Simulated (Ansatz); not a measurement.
Program: Ansatz. Geometries: PBE0-D4/def2-TZVP. ΔE: electronic, gas phase. CCSD(T)/CBS adds triple-zeta CCSD(T) − MP2 to the extrapolated MP2 energy (def2 sets, frozen cores). Functionals use def2-TZVPP. One conformer a species, not always the lowest.

Reaction (isomerisation): `[SiH3][AlH][SiH]1CO1` → `O=C[SiH2][SiH2][AlH2]`

| level | ΔE (kJ/mol) |
| --- | --- |
| ωB97X-V | 28.5 |
| B2PLYP | 25.3 |
| HF/def2-TZVPP | 0.1 |
| CCSD(T)/def2-TZVPP | 27.8 |
| HF/def2-QZVPP | 0.9 |
| MP2/def2-QZVPP | 38.8 |
| SCS-MP2/def2-QZVPP | 29.6 |
| MP2/CBS(def2) | 39.9 |

What does CCSD(T)/CBS give? (Best estimate.)

Computed: +31.1 kJ/mol. The listed levels differ from it by -2.6, -5.8, -31.0, -3.3, -30.2, 7.7, -1.5, 8.8 kJ/mol.

Largest T1 diagnostic among the species: 0.016.

In def2-TZVPP, CCSD(T) changes the Hartree–Fock value by +27.7 kJ/mol (the triples alone add +1.7 kJ/mol) and MP2 by +36.5 kJ/mol. From PBE to PBE0 (25 % exact exchange), in def2-TZVPP and without D4, ΔE moves by +3.4 kJ/mol.

CCSD(T)/CBS has its own doubt, a few kJ/mol and more with outer-core shells, so smaller differences from it don't rank the levels.
